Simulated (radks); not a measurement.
Q: Numerical settings for the molybdenum ion Mo+, [Kr] 4d5. Calculated with a radial shooting solver on a logarithmic mesh with Libxc functionals: scalar-relativistic Kohn-Sham, r2SCAN, spin-polarised, spherical densities, finite nucleus; open shells are filled with parallel spins first (spin-orbit coupling, left out, can overturn this in heavy ions); meta-GGA in the generalised Kohn-Sham scheme; Fermi nuclear charge, rms radius 4.4091 fm. The defaults (mesh step 0.008 in ln r, mesh end at 40 bohr or more with all orbitals vanishing there, Anderson mixing 0.5 over 9 steps, residual threshold near 1e-9 with the energy settled to 1e-9 hartree or 1e-11 of itself, here a cap of 94 iterations) give E = -4049.087 hartree and 4d at -11.589 eV in 12 iterations. Run on one thread of a shared host, so times are rough (Intel(R) Xeon(R) 6975P-C): 0.12 s of CPU time, 0.12 s wall, 12 iterations on 2259 mesh points. One setting is changed at a time: mesh step in ln r 0.003; mesh step in ln r 0.03; mesh step in ln r 0.12; mesh end (bohr) 1; mesh end (bohr) 3; residual threshold 1e-16; residual threshold 0.1; mixing 2.5; linear mixing, mixing 0.05; linear mixing, mixing 0.8; mixing history 2; iteration cap 8. Which runs fail to converge, and which converge to a wrong energy?

A: Not converged within the cap: mesh step in ln r 0.12; residual threshold 1e-16; linear mixing, mixing 0.05; linear mixing, mixing 0.8; iteration cap 8. Settled on a wrong energy, with an occupied level pushed above zero by the early mesh end: mesh end (bohr) 1 (+169 hartree). Apart from these: settings that end as converged yet miss the energy by more than 1 mhartree: mesh end (bohr) 3 (+0.865 hartree).
